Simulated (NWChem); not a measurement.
System: C2H3Cl2F; SMILES CC(F)(Cl)Cl

Program: NWChem. The geometry was optimised at PBE0/def2-SVP. Level: M05-2X/def2-SVP with SMD (1 M gas to 1 M solution), gas-phase geometry.

Q: Among these, which solvent gives the highest value of “cavity-dispersion-structure term (kcal/mol)”?
A. ethanol
B. water
C. 2-propanol
D. 1-octanol

A: B, water. Values: 2-propanol -1.7; ethanol -1.6; 1-octanol -1.4; water 2.5
